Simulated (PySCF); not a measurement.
Symmetry of computed structures. Level of theory: PBE0/pcSseg-1 in PySCF (dipole) on a GFN2-xTB geometry, gas phase. The symmetry is that of the one conformer found, every atom within 0.08 Å of its image; none is proved a minimum here.

Task: Point group, rotor type and polarity of `[SiH3:1][O:2][CH2:3][c:4]1[cH:5][s:6][cH:7][c:8]1[O:9][SiH3:10]` with Si1–O2–C3–C4 180°, O2–C3–C4–C5 0°, C7–C8–O9–Si10 0°, H–Si1–O2–C3 -60° (nearest H), H–Si10–O9–C8 60° (nearest H)?

Result: Cs; asymmetric top; symmetry number 1; 2 operations, which sort the 20 atoms into 17 sets; dipole 1.70 D, in the ab plane, which is the mirror; A, B, C = 1087, 467.0, 329.7 MHz; heavy atoms equivalent by symmetry: none.

Task: Point group, rotor type and polarity of `[CH:1]#[C:2][C:3](=[O:4])[O:5][CH2:6][S:7][SiH2:8][CH2:9][SiH3:10]` with C2–C3–O5–C6 176°, C3–O5–C6–S7 -101°, O5–C6–S7–Si8 -47°, C6–S7–Si8–C9 -168°, S7–Si8–C9–Si10 177°?

Result: C1; asymmetric top; symmetry number 1; this conformer is chiral (no improper operation); dipole 2.85 D; A, B, C = 1411, 361.1, 301.7 MHz.

Task: `[CH3:1][C:2]1=[CH:3][C@@H:4]([F:5])[CH2:6][CH2:7][C@@H:8]([F:9])[SiH2:10]1` with C2–C3–C4–F5 169°, C3–C4–C6–C7 96°, C4–C6–C7–C8 -73°, C6–C7–C8–F9 -61°: symmetry, top, dipole?

Result: C1; asymmetric top; symmetry number 1; this conformer is chiral (no improper operation); dipole 1.64 D; A, B, C = 1255, 1056, 691.6 MHz.
